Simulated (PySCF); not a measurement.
C₂H₆Cd, charge -1, multiplicity 2. Atoms are numbered in the order given.

```xyz
9

Cd    -0.2048     0.0397    -0.2414
C      2.0163     0.1393    -0.6571
H      2.5383    -0.7423    -0.2375
H      2.4588     1.0336    -0.1771
H      2.2543     0.1895    -1.7333
C     -1.0066    -0.3342     1.8410
H     -1.5361    -1.3037     1.8894
H     -1.7358     0.4416     2.1369
H     -0.2067    -0.3532     2.6059
```
Charge -1, spin multiplicity 2.

Geometry: ωB97X-D3(BJ)/def2-SVPD. The spin state was assumed, not searched. The isomer is the one that the SMILES or the coordinates give; other isomers of the formula were not compared. The def2 effective core potentials stand for the cores of Cd; spin–orbit coupling is left out.

The numbers are results of ωB97X-D3(BJ)/def2-SVPD (PySCF 2.14.0), not measurements.

Frequencies are harmonic and unscaled.

A small imaginary wavenumber (i) marks a very flat motion, where grid noise or a shallow saddle decides the sign.

| mode | ν (cm⁻¹) | IR (km/mol) | moving atoms (share of kinetic energy) |
|---|---|---|---|
| 1 | 7i | 0.2 | H 99 % |
| 2 | 10 | 0.0 | H 90 % |
| 3 | 95 | 10.4 | C 54 %, H 31 %, Cd 15 % |
| 4 | 378 | 50.4 | C 74 %, H 20 % |
| 5 | 390 | 110.0 | C 65 %, H 19 %, Cd 17 % |
| 6 | 484 | 8.8 | H 88 %, C 12 % |
| 7 | 509 | 4.0 | H 87 %, C 12 % |
| 8 | 524 | 2.0 | H 87 %, C 13 % |
| 9 | 609 | 66.4 | H 80 %, C 19 % |
| 10 | 1085 | 18.4 | H 81 %, C 19 % |
| 11 | 1088 | 3.8 | H 82 %, C 18 % |
| 12 | 1424 | 1.9 | H 94 % |
| 13 | 1427 | 7.0 | H 94 % |
| 14 | 1429 | 1.1 | H 94 % |
| 15 | 1433 | 0.4 | H 94 % |
| 16 | 2996 | 168.6 | H 97 % |
| 17 | 2998 | 110.7 | H 97 % |
| 18 | 3078 | 61.0 | H 91 %, C 9 % |
| 19 | 3085 | 58.7 | H 91 %, C 9 % |
| 20 | 3096 | 36.8 | H 91 %, C 9 % |
| 21 | 3106 | 49.6 | H 91 %, C 9 % |
